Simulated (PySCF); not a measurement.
# Peak assignment

Atom-mapped SMILES (the numbers label the heavy atoms): `[CH2:1]=[CH:2][c:3]1[cH:4][cH:5][p:6][cH:7][c:8]1[CH3:9]`; H(Xn) means a hydrogen on atom n. Ha(C1) is cis to C3; Hb(C1) is trans to C3.

[PySCF 2.14: structure optimised with PBE0-D3(BJ)/def2-SVP; GIAO PBE0/pcSseg-1 shieldings; no solvent; equivalent nuclei averaged; one computed conformer; no relativistic terms]

Chemical shifts δ = σref − σ; 13C (σ = 184.41 ppm), 1H (σ = 31.27 ppm) vs TMS, all at this level.

**Question.** Assign these signals to the numbered atoms. 13C{1H} NMR (computed): δ 164.8, 162.3, 146.0, 145.7, 143.4, 136.8, 124.6, 26.5.

**Answer.** 
```tsv
δ (ppm)	atoms	environment	reason
164.8	C7	aromatic CH	–
162.3	C5	aromatic CH	–
146.0	C2	alkene CH	the olefinic region
145.7	C8	substituted aromatic carbon	–
143.4	C3	substituted aromatic carbon	–
136.8	C4	aromatic CH	the aromatic region
124.6	C1	terminal =CH2 carbon	as expected for a trigonal carbon in a double bond
26.5	C9	methyl carbon on an aromatic ring	a saturated carbon with 1 carbon neighbour and no heteroatom attached
```

C2 and C8 lie closer than the usual error of such a calculation, so a measured spectrum could show them in the other order.

**Question.** Assign these signals to the numbered atoms. 1H NMR (400 MHz, computed): δ 8.80 (m, 1H), 8.69 (m, 1H), 8.09 (m, 1H), 7.15 (m, 1H), 5.93 (m, 1H), 5.68 (m, 1H), 2.48 (s, 3H).

**Answer.** 
| δ (ppm) | atoms | environment | reason |
| --- | --- | --- | --- |
| 8.80 | H(C5) | hydrogen on an aromatic CH | it sits in the deshielding region of the aromatic ring current |
| 8.69 | H(C7) | hydrogen on an aromatic CH | – |
| 8.09 | H(C4) | hydrogen on an aromatic CH | – |
| 7.15 | H(C2) | hydrogen on an alkene CH | a vinylic proton, deshielded by the sp2 carbon and the C=C anisotropy |
| 5.93 | Ha(C1) | hydrogen on a terminal =CH2 carbon | a vinylic proton, deshielded by the sp2 carbon and the C=C anisotropy |
| 5.68 | Hb(C1) | hydrogen on a terminal =CH2 carbon | – |
| 2.48 | H(C9) | hydrogen on a methyl carbon on an aromatic ring | benzylic-type position, deshielded by the ring |

H(C5) and H(C7) lie closer than the usual error of such a calculation, so a measured spectrum could show them in the other order.

Splittings by 31P in the carbon and heteronuclear signals aren't shown, as no couplings were computed. Shifts are as computed. Against solution values, carbons near 30 ppm lie about +2 ppm off and those near 130 ppm about +5 ppm. Of 1313 compounds with measured shifts, 239 miss one by over three times the rms of a fit or turn the order of signals round; such compounds aren't used in these exercises. Multiplicities follow the n + 1 count of equivalent neighbours, as no J values were calculated; m marks all less simple cases, F and P coupling included.
